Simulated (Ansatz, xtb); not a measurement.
Relative energy of two isomers of CH7SbSn

Structure I: `[CH3][SbH2+][SnH2-]`, a singlet. Structure II: `[CH3][SbH][SnH3]`, a singlet. Both are isolated molecules in the gas phase, relaxed with B3LYP-D3(BJ)/def2-SVP; the shapes shown needn't be the lowest conformers.

I (Å):

```xyz
10

C    -2.0006   -0.8408   -1.3067
Sb   -1.5478    1.1068   -2.1565
Sn   -0.7752    3.2212   -0.1821
H    -1.1246   -1.1770   -0.7356
H    -2.8581   -0.7338   -0.6285
H    -2.2349   -1.5610   -2.1011
H    -0.4871    0.5850   -3.3947
H    -2.9234    1.2417   -3.1694
H     0.5568    2.0300    0.0383
H     0.0647    3.9297   -1.5992
```

II (Å):

| atom | x (Å) | y (Å) | z (Å) |
| --- | --- | --- | --- |
| C | -1.8824 | -0.9646 | -1.2412 |
| Sb | -0.3368 | -0.0095 | -2.4950 |
| Sn | -0.7529 | 2.5417 | -1.3401 |
| H | -1.4799 | -1.0925 | -0.2264 |
| H | -2.7956 | -0.3571 | -1.2037 |
| H | -2.1108 | -1.9529 | -1.6642 |
| H | -1.4513 | 0.3806 | -3.7555 |
| H | -2.4309 | 2.8242 | -1.0540 |
| H | 0.0648 | 2.6463 | 0.1753 |
| H | -0.1503 | 3.7988 | -2.3534 |

Q: Estimate E(II) − E(I) at the level CCSD(T)/def2-SVP + ΔMP2/def2-TZVPP.

A: Calculated at CCSD(T)/def2-SVP + ΔMP2/def2-TZVPP: E(II) − E(I) = −17.5 kcal/mol, so structure II lies lower.

The same difference at several levels:

```tsv
level	geometry	E(II) − E(I) (kcal/mol)	departure from the last row (kcal/mol)	job, with rough time for the two
GFN2-xTB	GFN2-xTB	+8.2	+25.7	optimisation, 0.4 s
HF/STO-3G	GFN2-xTB	−60.9	−43.4	single point, 2.5 s
r2SCAN-D4/def2-SVP	GFN2-xTB	−16.3	+1.2	single point, 4.5 s
B3LYP-D3(BJ)/def2-SVP	B3LYP-D3(BJ)/def2-SVP	−15.9	+1.6	optimisation, 96 s
HF/def2-SVP	B3LYP-D3(BJ)/def2-SVP	−20.0	−2.5	part of the CCSD(T) run
MP2/def2-SVP	B3LYP-D3(BJ)/def2-SVP	−21.4	−3.9	part of the CCSD(T) run
CCSD(T)/def2-SVP	B3LYP-D3(BJ)/def2-SVP	−19.8	−2.3	single point
CCSD(T)/def2-SVP + ΔMP2/def2-TZVPP	B3LYP-D3(BJ)/def2-SVP	−17.5		single point, 35 s
```

As drawn, II has 1 Sn–H in place of 1 Sb–H.

GFN2-xTB puts the two in the other order. The largest departure from CCSD(T)/def2-SVP + ΔMP2/def2-TZVPP is that of HF/STO-3G, 43.4 kcal/mol. The last row adds to CCSD(T) the change of the MP2 difference between the two basis sets, here +2.3 kcal/mol.

With harmonic frequencies from B3LYP-D3(BJ)/def2-SVP (ideal gas, rigid rotor, one conformer each, 400 K, 1 atm): on the last row, ΔE + ΔZPE = −16.9 kcal/mol. A mode under 50 cm⁻¹ makes harmonic enthalpies and free energies unreliable, so none is given.

The correlated steps freeze 9 core orbitals; the filled d shell of Sb and Sn is correlated, in a basis made for valence electrons. Atoms past krypton carry core potentials in the def2 sets, other sets are all-electron and non-relativistic, and no spin–orbit term is included. Run with Ansatz 0.2.0, xtb 6.7.1; the last row on 2 threads of Intel(R) Xeon(R) Processor @ 2.70GHz on a shared host.
